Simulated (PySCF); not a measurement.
## How good is the calculation?

Atom-mapped SMILES (the numbers label the heavy atoms): `[CH3:1][C:2](=[O:3])[c:4]1[cH:5][cH:6][s:7][cH:8]1`. Each H is labelled by its parent atom.

Published estimates (parent shift plus substituent increments) and measurements: δ 1H H(C8) 8.05; H(C5) 7.54; H(C6) 7.32 ppm (estimated from measurements, as parent shift plus tabulated substituent increment; solution, not stated per compound (mostly CDCl3 or CCl4); Pretsch, Buehlmann, Badertscher, Structure Determination of Organic Compounds, 4th ed. (2009)).

Level of theory: shieldings: GIAO KT3/pcSseg-2, geometry: PBE0-D3(BJ)/def2-TZVP, in PySCF 2.14 (single conformer, equivalent nuclei averaged, in vacuum, relativity neglected).

Q: How close does the calculation come?

A: 
Reference values: estimated from measurements, as parent shift plus tabulated substituent increment (solution, not stated per compound (mostly CDCl3 or CCl4); Pretsch, Buehlmann, Badertscher, Structure Determination of Organic Compounds, 4th ed. (2009)).
```csv
atoms,quantity,reference,computed,"computed, scaled"
H(C8),δ 1H,8.05,8.27,8.08
H(C5),δ 1H,7.54,7.61,7.44
H(C6),δ 1H,7.32,7.19,7.03
```

Computed shifts are σ(ref) − σ with the named reference compound (TMS for H and C) calculated as an isolated molecule at the same level. The measured values may be among those fitted. Scaled to experiment by linear calibration (H and C: mostly CDCl3 data, vs TMS): 1H: δ = 30.77 − 0.971σ (rms 0.14 ppm, 293 shifts, 0.16 ppm with the 4 outliers that the fit left out). A few per cent of atoms miss by over 2 rms, more outside the fitted compound classes.

Q: How far are the unscaled 1H shifts from the references?

A: Mean signed difference +0.05 ppm, mean absolute 0.14 ppm over 3 comparisons; the largest is +0.22 ppm at H(C8) (hydrogen on an aromatic CH next to the ring sulfur).
